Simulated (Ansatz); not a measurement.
One change: `OC(F)CF` becomes `OC(F)[SiH2]Br`.

Ansatz, PBE0-D4/def2-TZVP geometries, multiplicity 1. Each molecule was computed in one conformer, which needn't be the lowest.

Scalar relativity is left out up to krypton. Spin–orbit coupling is left out; it splits and shifts lone-pair levels of the heavy atoms by tenths of an eV.

```tsv
property	`OC(F)CF`
HOMO–LUMO gap (PBE/def2-TZVPP) / eV	7.50
HOMO–LUMO gap (B3LYP/def2-TZVPP) / eV	9.64
HOMO–LUMO gap (ωB97M-V/def2-TZVPP) / eV	14.35
LUMO energy (ωB97M-V/def2-TZVPP) / eV	2.70
size of the dipole moment (ωB97M-V/def2-TZVPP) / D	2.10
LUMO energy (B3LYP/def2-TZVPP) / eV	0.67
```

(1) Give the same properties after the change, and the shifts. (An estimate is asked.)

Answers

(1) The calculation gave: 
| property | `OC(F)[SiH2]Br` | shift |
| --- | --- | --- |
| HOMO–LUMO gap (PBE/def2-TZVPP) / eV | 5.86 | -1.64 |
| HOMO–LUMO gap (B3LYP/def2-TZVPP) / eV | 7.70 | -1.94 |
| HOMO–LUMO gap (ωB97M-V/def2-TZVPP) / eV | 12.23 | -2.12 |
| LUMO energy (ωB97M-V/def2-TZVPP) / eV | 1.64 | -1.06 |
| size of the dipole moment (ωB97M-V/def2-TZVPP) / D | 1.42 | -0.68 |
| LUMO energy (B3LYP/def2-TZVPP) / eV | -0.43 | -1.10 |

With PBE0 the HOMO rises by 0.84 eV and the LUMO falls by 1.27 eV, so the gap narrows by about 2.11 eV. PBE moves the HOMO by 0.49 eV and ωB97M-V by 1.06 eV. Dipoles are sizes alone; their direction can turn.

B3LYP here is the variant with VWN-RPA as its local correlation; programs differ in this.
